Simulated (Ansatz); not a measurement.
The same path of ClH5W (7 atoms, charge 0, multiplicity 1) was run twice with different band settings.

These are results of RKS B3LYP-D4/def2-SVP in Ansatz, not measurements.

Relaxed end points:

```xyz
7
Properties=species:S:1:pos:R:3
W 0.002 0.165 0.375
Cl 0.925 0.280 2.458
H 1.346 -0.741 0.017
H -0.138 1.715 -0.313
H -1.512 -0.611 0.423
H -0.157 -1.177 -0.625
H 0.756 0.369 -1.113
```

```xyz
7
Properties=species:S:1:pos:R:3
W -0.085 0.155 -0.002
Cl 0.421 -0.934 2.073
H 1.445 0.608 0.488
H 0.327 1.753 -0.465
H -1.489 0.123 0.954
H 0.947 -1.123 -0.300
H -0.344 -0.583 -1.527
```

Common settings: spring 5.0 eV/Å²; optimiser quadratic models (default); start path through a guess of the saddle point; force threshold 0.03 eV/Å; iteration limit 60; end points relaxed.

| run | movable images | climbing image |
| --- | --- | --- |
| 1 | 5 | yes |
| 2 | 8 | no |

Q: What does each run give, and how far can it be trusted?

A: Run 1: converged after 28 iterations, highest image 1.381 eV above the first end. The highest image is an end point: on this band no image between the ends rises above it. A vibrational analysis next to that end finds imaginary modes (392i cm⁻¹), so it isn't a minimum. Between wells the path still climbs a hump at image 1, 0.49 eV above the well before it.
Run 2: converged after 29 iterations, highest image 1.381 eV above the first end. The highest image is an end point: on this band no image between the ends rises above it. Between wells the path still climbs a hump at image 1, 0.51 eV above the well before it.
